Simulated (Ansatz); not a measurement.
Cartesian coordinates (Å):
```xyz
10

Ta    -0.0867    -0.2274    -0.1286
F      0.4301     1.2314     1.0436
O     -1.8738     0.1033     0.4907
H     -2.0515     0.8040     1.1326
O      1.0964    -1.3037     0.9342
H      1.5820    -0.9161     1.6748
O      0.6341     0.8504    -1.5448
H      1.0171     1.7182    -1.3584
O     -0.5861    -1.6426    -1.2631
H     -0.8380    -2.3660    -1.8392
```
Charge 0, multiplicity 1.

Level of theory: Ansatz (an electronic-structure program) with frozen-core CCSD(T)/def2-TZVPP // r2SCAN-D4/def2-SVP.

```
Property                        Value
----------------------  -------------
HF energy               -458.09742 Ha
MP2 correlation energy    -1.63056 Ha
```

Task: Estimate the CCSD correlation energy, the (T) correction, the total energy and the T1 diagnostic.

Result: 
| Quantity | Result |
|---|---|
| CCSD correlation energy | -1.61454 Ha |
| (T) correction | -0.06567 Ha |
| CCSD(T) total energy | -459.77764 Ha |
| T1 diagnostic | 0.018 |
